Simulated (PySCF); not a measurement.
Al(F)(SiH3)2 (AlFH6Si2), SMILES [SiH3][Al]([F])[SiH3].

Coordinates come from a PBE-D3(BJ)/def2-SVP optimisation. The structure was generated by enumeration; whether it is a known compound was not checked.

These are PBE-D3(BJ)/def2-SVP run with PySCF values and carry that method's errors.

Frequencies are harmonic and unscaled.

A small imaginary wavenumber (i) marks a very flat motion, where grid noise or a shallow saddle decides the sign.

| mode | ν (cm⁻¹) | IR (km/mol) | moving atoms (share of kinetic energy) |
|---|---|---|---|
| 1 | 19i | 0.1 | H 93 % |
| 2 | 12 | 0.0 | H 97 % |
| 3 | 81 | 1.7 | Si 47 %, H 23 %, Al 18 %, F 12 % |
| 4 | 145 | 21.0 | Al 54 %, F 20 %, H 20 % |
| 5 | 158 | 18.5 | F 58 %, Si 21 %, Al 11 %, H 10 % |
| 6 | 292 | 0.4 | Si 70 %, F 10 %, H 10 %, Al 10 % |
| 7 | 366 | 0.0 | H 91 %, Si 9 % |
| 8 | 384 | 4.9 | H 66 %, Si 21 %, Al 12 % |
| 9 | 440 | 2.3 | H 74 %, Al 13 %, Si 12 % |
| 10 | 456 | 7.3 | H 80 %, Si 13 % |
| 11 | 478 | 96.8 | Al 56 %, H 24 %, Si 18 % |
| 12 | 799 | 366.6 | H 89 %, Si 10 % |
| 13 | 806 | 102.8 | F 36 %, H 33 %, Al 29 % |
| 14 | 835 | 0.4 | H 60 %, F 19 %, Al 15 % |
| 15 | 893 | 15.4 | H 98 % |
| 16 | 894 | 21.4 | H 97 % |
| 17 | 898 | 31.5 | H 97 % |
| 18 | 899 | 54.4 | H 98 % |
| 19 | 2129 | 88.2 | H 98 % |
| 20 | 2132 | 12.9 | H 98 % |
| 21 | 2145 | 85.5 | H 96 % |
| 22 | 2146 | 51.0 | H 96 % |
| 23 | 2157 | 73.6 | H 96 % |
| 24 | 2158 | 78.2 | H 96 % |
